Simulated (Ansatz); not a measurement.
Reaction (redistribution): `[AlH2][SiH]([SiH3])[SiH3]` + `CC[SiH](F)[SiH3]` → `C[SiH]([SiH3])[SiH3]` + `F[SiH]([SiH3])[CH2][AlH2]`

Computed with Ansatz on PBE0-D4/def2-TZVP structures; ΔE is electronic, products minus reactants. CCSD(T)/CBS is the MP2 limit (def2-TZVPP, def2-QZVPP) plus CCSD(T) − MP2 in def2-TZVPP, frozen cores. DFT in def2-TZVPP. B3LYP here is the variant with VWN-RPA as its local correlation; programs differ in this. One conformer a species, not always the lowest.

`[AlH2][SiH]([SiH3])[SiH3]`:

```xyz
13

Al    1.881   -0.430   -1.563
Si   -0.340    0.004   -0.654
Si   -0.931   -1.679    0.860
Si   -0.332    1.997    0.572
H     2.132   -0.582   -3.124
H     3.099   -0.559   -0.553
H    -1.399    0.095   -1.703
H    -2.266   -1.420    1.464
H     0.081   -1.729    1.950
H    -0.966   -3.012    0.197
H     0.025    3.158   -0.290
H     0.680    1.896    1.659
H    -1.662    2.261    1.185
```

`CC[SiH](F)[SiH3]`:

Z-matrix (Å, degrees):
```
C
C 1 1.527
H 1 1.092 2 111.3
H 1 1.093 2 111.4 3 -120.1
H 1 1.093 2 111.3 3 119.8
Si 2 1.866 1 113.7 3 -60.0
H 2 1.096 1 110.6 3 62.3
H 2 1.097 1 110.7 3 179.4
Si 6 2.346 2 112.6 1 178.9
F 6 1.612 2 108.7 1 58.6
H 6 1.491 2 109.8 1 -57.5
H 9 1.488 6 110.7 2 -58.1
H 9 1.487 6 111.3 2 -179.3
H 9 1.490 6 109.0 2 61.0
```

`C[SiH]([SiH3])[SiH3]`:

```xyz
14

C    -1.860   -0.446   -0.439
Si   -0.200   -0.382    0.448
Si    0.328    1.804    1.095
Si    1.519   -1.186   -0.920
H    -2.103   -1.469   -0.732
H    -2.659   -0.076    0.208
H    -1.839    0.171   -1.340
H    -0.249   -1.229    1.677
H     1.629    1.836    1.817
H    -0.721    2.374    1.986
H     0.438    2.678   -0.106
H     2.823   -1.143   -0.203
H     1.631   -0.344   -2.144
H     1.262   -2.589   -1.348
```

`F[SiH]([SiH3])[CH2][AlH2]`:

```xyz
13

F     1.448    2.067    1.378
Si    0.853    1.139    0.210
Si    1.207   -1.136    0.670
C    -0.967    1.155    0.003
Al   -1.385   -0.538   -0.957
H     1.554    1.512   -1.045
H     0.067   -1.770   -0.131
H     0.918   -1.545    2.069
H     2.430   -1.815    0.175
H    -1.475    1.109    0.973
H    -1.325    2.033   -0.541
H    -2.525   -1.479   -0.382
H    -0.801   -0.732   -2.421
```

CCSD(T)/CBS gives -45.2 kJ/mol.

Q: Another level gave -55.3 kJ/mol. Which?
A. r2SCAN/def2-TZVPP
B. ωB97M-V/def2-TZVPP
C. B3LYP-D4/def2-TZVPP
D. B3LYP/def2-TZVPP

A: B. ωB97M-V -55.3, B3LYP -36.7, r2SCAN -48.9, B3LYP-D4 -42.8 kJ/mol.

Largest T1 diagnostic among the species: 0.014.

In def2-TZVPP, CCSD(T) changes the Hartree–Fock value by −16.9 kJ/mol (the triples alone add −2.6 kJ/mol) and MP2 by −24.3 kJ/mol. The D4 term adds −6.2 kJ/mol with B3LYP and −3.1 kJ/mol with PBE0; it sums over pairs of atoms, weighted by their polarisabilities, and B3LYP, whose exchange is more repulsive, gets the larger term.
